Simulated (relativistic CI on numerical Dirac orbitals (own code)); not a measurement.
Computed by Dirac equation for one electron, model QED (radiative potential, 1s self-energy scaled to tabulated hydrogen-like ionisation energies) (own radial code, finite nucleus).

The strongest absorption lines from the ground level of an ion, among the configurations computed and to levels below about 46700 eV (vacuum wavelength in Å, gf): 0.2656 (0.0092), 0.2689 (0.017), 0.2751 (0.034), 0.2756 (0.016), 0.2897 (0.093), 0.2908 (0.046), 0.3407 (0.47), 0.3462 (0.26).

Task: Which ion is it?
A. Cd⁴⁷⁺
B. Ce⁵⁵⁺
C. Eu⁶²⁺
D. Ce⁵⁷⁺

Result: D. Ce⁵⁷⁺ has 1 electrons and the ground level 1s ²S1/2; the strongest line goes to 2p ²P°3/2. The pattern of lines fixes the number of electrons, and along that sequence the line energies rise steadily with the charge (about as its square where n changes within one kind of shell, about linearly where n is kept but much faster in heavy ions where fine structure, which grows about as Z⁴, sets the gap, and irregularly where shells cross), which fixes Z. Configurations outside the model, such as inner-shell arrays, can give stronger lines.
